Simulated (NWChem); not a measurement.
C$_{2}$H$_{5}$NOSi; SMILES O=C/C=N/[SiH3]

```xyz
10

O      0.2492     2.9319     0.3173
C     -0.3194     1.9335    -0.0691
C      0.2244     0.5517     0.1639
N     -0.4198    -0.4558    -0.2666
Si     0.0870    -2.1333    -0.0723
H     -1.2806     1.9560    -0.6223
H      1.1803     0.5224     0.7136
H     -0.9888    -2.8378     0.6669
H      1.3785    -2.2657     0.6652
H      0.2212    -2.7152    -1.4302
```
Atoms are numbered in this order, from 1.

All runs: NWChem. Pople sets run with spherical d functions. All runs use the structure optimised with B3LYP/6-31G* (spherical d). B3LYP is NWChem's, with the RPA form of VWN correlation. Core excitations by TDA in a window of 1s orbitals, non-relativistic and unshifted: absolute energies depend strongly on the exact-exchange share.

For level N K edge, BHandHLYP/6-311G**:

| Property | Value |
|---|---|
| first 1s excitation (eV) | 395.0 |
| dipole oscillator strength of the first | 0.0565 |
| first state with f > 0.002 (eV) | 395.0 |
| dipole oscillator strength of that state | 0.0565 |

What are these values for level N K edge, B3LYP/6-311G**?


| Quantity | Result |
|---|---|
| first 1s excitation (eV) | 384.9 |
| dipole oscillator strength of the first | 0.0360 |
| first state with f > 0.002 (eV) | 384.9 |
| dipole oscillator strength of that state | 0.0360 |
